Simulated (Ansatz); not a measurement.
Cost and result for the atomization energy of FH$_{5}$OSi$_{2}$, SMILES `O[SiH2][SiH2]F` (9 atoms, 8 bonds).

Z-matrix (Å, degrees):
```
Si
Si 1 2.348
O 1 1.653 2 104.8
H 1 1.492 2 110.9 3 -120.6
H 1 1.492 2 110.9 3 120.6
F 2 1.609 1 108.2 3 179.5
H 2 1.486 1 112.0 3 60.9
H 2 1.486 1 112.0 3 -61.8
H 3 0.958 1 118.3 2 179.8
```

Total charge 0; spin multiplicity 1. Geometry: relaxed with PBE0-D4/def2-TZVP. It is one conformer, not always the lowest. Program: Ansatz. Hardware: A = 2 threads of an AMD EPYC 7R13 on a shared host; B = 2 threads of an AMD EPYC 7R13 on a shared host and a share of an NVIDIA H100 80 GB. Times are those of one run each, without the atoms' runs, and a repeat can differ threefold. Electronic energies, without spin–orbit coupling; frozen cores. CCSD(T)/CBS extrapolates def2-TZVPP and def2-QZVPP, and its time is that of the two runs behind it. T1 = 0.012. B3LYP takes the VWN-RPA correlation (the form of Gaussian; ORCA's B3LYP/G).

CCSD(T)/CBS is a level of theory with its own doubt, some kJ/mol a heavy atom from the limit and from the frozen cores, so smaller differences don't rank the functionals.

```json
{"level": "PBE-D4/def2-TZVPP (with forces) [A]", "functions": "216", "wall time": "2.3 s"}
{"level": "PBE0-D4/def2-TZVPP [A]", "functions": "216", "wall time": "2.7 s"}
{"level": "r2SCAN-D4/def2-TZVPP (with forces) [A]", "functions": "216", "wall time": "4.1 s"}
{"level": "B3LYP-D4/def2-TZVPP (with forces) [A]", "functions": "216", "wall time": "4.8 s"}
{"level": "B2PLYP/def2-TZVPP [A]", "functions": "216", "wall time": "5.5 s"}
{"level": "ωB97X-V/def2-TZVPP [A]", "functions": "216", "wall time": "7 s"}
{"level": "CCSD(T)/def2-TZVPP [B]", "functions": "216", "wall time": "9 s"}
{"level": "ωB97M-V/def2-TZVPP (with forces) [A]", "functions": "216", "wall time": "9.5 s"}
{"level": "CCSD(T)/def2-QZVPP [B]", "functions": "404", "wall time": "28 s"}
{"level": "CCSD(T)/CBS(def2)", "functions": "–", "wall time": "37 s"}
```

**Question.** What atomization energy does each give, and how far from CCSD(T)/CBS? (An estimate is asked.)

**Answer.** Ansatz gave: 
```json
{"level": "PBE-D4/def2-TZVPP (with forces) [A]", "atomization (kJ/mol)": "3021.0", "difference from CCSD(T)/CBS": "-31.6", "per bond": "-3.9"}
{"level": "PBE0-D4/def2-TZVPP [A]", "atomization (kJ/mol)": "2979.2", "difference from CCSD(T)/CBS": "-73.4", "per bond": "-9.2"}
{"level": "r2SCAN-D4/def2-TZVPP (with forces) [A]", "atomization (kJ/mol)": "3027.7", "difference from CCSD(T)/CBS": "-24.9", "per bond": "-3.1"}
{"level": "B3LYP-D4/def2-TZVPP (with forces) [A]", "atomization (kJ/mol)": "3019.6", "difference from CCSD(T)/CBS": "-33.0", "per bond": "-4.1"}
{"level": "B2PLYP/def2-TZVPP [A]", "atomization (kJ/mol)": "2994.2", "difference from CCSD(T)/CBS": "-58.4", "per bond": "-7.3"}
{"level": "ωB97X-V/def2-TZVPP [A]", "atomization (kJ/mol)": "3052.1", "difference from CCSD(T)/CBS": "-0.5", "per bond": "-0.1"}
{"level": "CCSD(T)/def2-TZVPP [B]", "atomization (kJ/mol)": "2958.6", "difference from CCSD(T)/CBS": "-94.0", "per bond": "-11.7"}
{"level": "ωB97M-V/def2-TZVPP (with forces) [A]", "atomization (kJ/mol)": "3032.9", "difference from CCSD(T)/CBS": "-19.7", "per bond": "-2.5"}
{"level": "CCSD(T)/def2-QZVPP [B]", "atomization (kJ/mol)": "3015.8", "difference from CCSD(T)/CBS": "-36.8", "per bond": "-4.6"}
{"level": "CCSD(T)/CBS(def2)", "atomization (kJ/mol)": "3052.6", "difference from CCSD(T)/CBS": "0.0", "per bond": "0.0"}
```

From PBE to PBE0 (25 % exact exchange), in def2-TZVPP and without D4, the atomization energy moves by −39.4 kJ/mol: exact exchange takes away binding that semilocal exchange gives to molecules. The D4 term adds +26.2 kJ/mol with B3LYP and +13.7 kJ/mol with PBE0; it sums over pairs of atoms, weighted by their polarisabilities, and B3LYP, whose exchange is more repulsive, gets the larger term. In def2-TZVPP, CCSD(T) changes the Hartree–Fock value by +707.5 kJ/mol (the triples alone add +33.6 kJ/mol) and MP2 by +746.0 kJ/mol; breaking electron pairs costs correlation energy, which Hartree–Fock lacks.
